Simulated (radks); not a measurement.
Values are calculated unless marked as measured or tabulated.
Q: These are the eigenvalues of the occupied orbitals of an atom or ion with whole-number occupations (hartree). Level of theory: scalar-relativistic Kohn-Sham, PBEsol, spin-polarised, spherical densities, finite nucleus; Fermi nuclear charge, rms radius of each element as measured or else 0.836 A^(1/3) + 0.57 fm (a radial shooting solver on a logarithmic mesh with Libxc functionals).

| orbital | eigenvalue |
|---|---|
| 1s up | -1020.018 |
| 1s down | -1020.016 |
| 2s up | -153.3006 |
| 2s down | -153.3002 |
| 2p up | -137.6940 |
| 2p down | -137.6935 |
| 3s up | -29.61880 |
| 3s down | -29.61770 |
| 3p up | -24.50778 |
| 3p down | -24.50666 |
| 3d up | -16.56467 |
| 3d down | -16.56377 |
| 4s up | -5.05644 |
| 4s down | -5.05448 |
| 4p up | -3.53274 |
| 4p down | -3.52972 |
| 4d up | -1.34676 |
| 4d down | -1.33623 |
| 5s up | -0.89018 |

Which element is it, and in what charge state? The configuration may be excited. Open shells, if any, are filled with parallel spins first.

A: Z = 49, indium, charge +2: In2+ in [Kr] 4d10 5s1. The list shows which subshells hold electrons but not how many an open one holds; the 1s level, -1020 hartree, gives Z - s = 45.2 by -(Z - s)^2/2, which with screening and relativity narrows Z to a few neighbours, and the depths of the outer levels then fix element, charge and occupations together.
